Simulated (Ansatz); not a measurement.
Relaxation of the cluster NaLi₆⁺ with RKS PBE/def2-TZVP.

```sh
$ ansatz run in.yaml --threads 4 --pin off --events-out ev --progress --plain --max-ram 3916MiB
```

```yaml
crystal:
  periodic: [false, false, false]
  atoms:
    - {symbol: Li, position_ang: [-0.878600, -2.304500, -0.015670]}
    - {symbol: Li, position_ang: [1.991050, 0.884870, -0.087660]}
    - {symbol: Li, position_ang: [-2.308800, -0.044540, 0.136790]}
    - {symbol: Li, position_ang: [1.685240, -1.721180, -0.145040]}
    - {symbol: Li, position_ang: [-0.133680, -0.036170, -1.230350]}
    - {symbol: Li, position_ang: [0.019130, -0.067310, 1.241010]}
    - {symbol: Na, position_ang: [-0.374340, 3.288830, 0.100920]}
basis:
  gaussian: {orbitals: def2-TZVP}
total_charge: 1
hamiltonian: {xc: pbe}
scf: {lower_state_search: "off"}
output: {orbitals: {seedname: orbitals}}
relax: {f_tol: 0.02, max_steps: 100}
```

Run time 4.6 s (4 threads of Arm Neoverse V1 on a shared host).

Positions (Å) and forces (eV/Å) at steps 1, 2, 3, 4, 6 of 6:

```xyz
7
step=1 energy=-5632.0350 eV
Li   -0.879   -2.304   -0.016   -0.467   -0.775    0.027
Li    1.991    0.885   -0.088    0.706    0.777   -0.039
Li   -2.309   -0.045    0.137   -0.943    0.450    0.071
Li    1.685   -1.721   -0.145    0.772   -0.608   -0.051
Li   -0.134   -0.036   -1.230   -0.022    0.267   -0.541
Li    0.019   -0.067    1.241    0.006    0.181    0.537
Na   -0.374    3.289    0.101   -0.053   -0.291   -0.003
7
step=2 energy=-5632.6057 eV
Li   -0.970   -2.435   -0.011   -0.235   -0.267    0.016
Li    2.126    1.023   -0.095    0.382    0.348   -0.022
Li   -2.482    0.044    0.149   -0.448    0.224    0.032
Li    1.831   -1.824   -0.155    0.333   -0.207   -0.020
Li   -0.135   -0.001   -1.289    0.015    0.084   -0.110
Li    0.021   -0.043    1.299    0.013    0.049    0.105
Na   -0.392    3.237    0.101   -0.060   -0.232   -0.002
7
step=3 energy=-5632.8146 eV
Li   -1.072   -2.475   -0.002   -0.085   -0.106    0.006
Li    2.290    1.129   -0.104    0.157    0.147   -0.008
Li   -2.637    0.129    0.158   -0.156    0.123    0.012
Li    1.941   -1.860   -0.161    0.106   -0.087   -0.007
Li   -0.115    0.010   -1.279    0.014    0.041   -0.027
Li    0.037   -0.043    1.285    0.013    0.027    0.024
Na   -0.445    3.110    0.102   -0.049   -0.144   -0.001
7
step=4 energy=-5632.8627 eV
Li   -1.237   -2.537    0.010    0.056    0.059   -0.002
Li    2.392    1.275   -0.109    0.021   -0.024   -0.002
Li   -2.711    0.307    0.164    0.008   -0.030   -0.001
Li    2.102   -1.932   -0.170   -0.101    0.062    0.008
Li   -0.067   -0.019   -1.288    0.007   -0.014    0.052
Li    0.083   -0.079    1.285    0.001   -0.014   -0.053
Na   -0.562    2.985    0.108    0.007   -0.039   -0.002
7
step=6 energy=-5632.8747 eV
Li   -1.173   -2.500    0.007    0.002    0.000    0.000
Li    2.435    1.248   -0.111    0.002   -0.001    0.000
Li   -2.722    0.264    0.165   -0.001    0.000    0.000
Li    2.003   -1.896   -0.164   -0.003    0.000    0.000
Li   -0.070    0.007   -1.274    0.002   -0.005    0.002
Li    0.078   -0.055    1.273    0.001   -0.005   -0.002
Na   -0.551    2.932    0.104   -0.004    0.012    0.000
```

The structure comes from a short search, and lower isomers may exist.
